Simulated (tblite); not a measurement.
GeO, triplet, geometry from GFN2-xTB (the spin is typed, not shown lowest); GFN1-xTB with ALPB(water) in tblite.

tblite was given this input:
```
$ tblite run mol.xyz --method gfn1 --charge 0 --spin 2 --alpb water --json tblite.json --no-restart

# file mol.xyz
2

Ge    -0.00000000    -0.00000000    -0.33477338
O      0.00000000     0.00000000     1.33909353
```

Output, abridged:

```
xTB calculator
 | screened Coulomb repulsion
 | Coulomb electrostatics
 |  * isotropic Klopman-Ohno-Mataga-Nishimoto electrostatics
 |  * onsite third-order electrostatics
 | DFT-D3(BJ) dispersion correction
 | Interactions (3)
 | [1] alpb/gbsa reaction field model
 | [2] cds contribution to solvation
 | [3] empirical free energy shift and standard state/solvent correction

halogen bonding energy    0.0000000000000E+00 Eh
repulsion energy          1.2235769403343E-02 Eh
dispersion energy        -2.1987533199920E-04 Eh
interaction energy        4.6555143906222E-03 Eh
number of electrons       1.0000000000000E+01 e
integral cutoff           4.0000000000000E+01 bohr

------------------------------------------------------------
  cycle        total energy    energy error   density error
------------------------------------------------------------
      1     -5.562270209663  -5.5789416E+00   9.1879587E-01
      2     -5.653254178833  -9.0983969E-02   6.6641744E-01
      3     -6.049107641919  -3.9585346E-01   4.0456897E-01
      4     -6.168993198652  -1.1988556E-01   1.3305202E-01
      5     -6.149311141975   1.9682057E-02   1.9762288E-01
      6     -6.191075575132  -4.1764433E-02   1.6090648E-02
      7     -6.190696110311   3.7946482E-04   2.0038981E-02
      8     -6.190741738608  -4.5628297E-05   1.8946226E-02
      9     -6.191158392469  -4.1665386E-04   1.3248940E-03
     10     -6.191159627180  -1.2347111E-06   2.7742232E-04
     11     -6.191159650387  -2.3207098E-08   5.5874878E-06
------------------------------------------------------------

electronic energy        -6.2078310588493E+00 Eh
total energy             -6.1911596503873E+00 Eh

Post processing:
 | Mayer-Wiberg bond orders

[Info] JSON dump of results written to 'tblite.json'
```
